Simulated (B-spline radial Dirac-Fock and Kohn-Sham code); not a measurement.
## Relativistic shifts of the levels of Er²⁺

System: Er²⁺, [Xe] 4f12.

Both columns are ΔSCF binding energies of the configuration average from a radial finite-basis atomic code: non-relativistic Hartree-Fock with a point nucleus, and Dirac-Fock with a finite nucleus and the Coulomb interaction alone, averaged over the two j levels with weights 2j+1.

| shell | Hartree-Fock (eV) | Dirac-Fock (eV) | shift (eV) | shift (%) |
| --- | --- | --- | --- | --- |
| 1s | 53863.3 | 57761.5 | +3898.15 | +7.24 |
| 2s | 8786.4 | 9804.4 | +1017.97 | +11.59 |
| 2p | 8367.2 | 8699.0 | +331.81 | +3.97 |
| 3s | 1998.2 | 2244.6 | +246.40 | +12.33 |
| 3p | 1808.1 | 1898.9 | +90.85 | +5.02 |
| 3d | 1457.4 | 1444.2 | -13.13 | -0.90 |
| 4s | 414.8 | 474.0 | +59.26 | +14.29 |
| 4p | 337.3 | 358.1 | +20.80 | +6.17 |
| 4d | 198.0 | 195.4 | -2.63 | -1.33 |
| 4f | 25.69 | 20.85 | -4.84 | -18.83 |
| 5s | 66.93 | 75.38 | +8.45 | +12.62 |
| 5p | 44.00 | 45.87 | +1.86 | +4.24 |

Relativity binds 1s, 2s, 2p, 3s, 3p, 4s, 4p, 5s, 5p more strongly, among those listed most of all 4s in relative terms, and 3d, 4d, 4f more weakly, because the contracted s and p shells screen the nucleus better.

Values without a named source are computed, but for edge energies of neutral atoms, which are taken from tables.
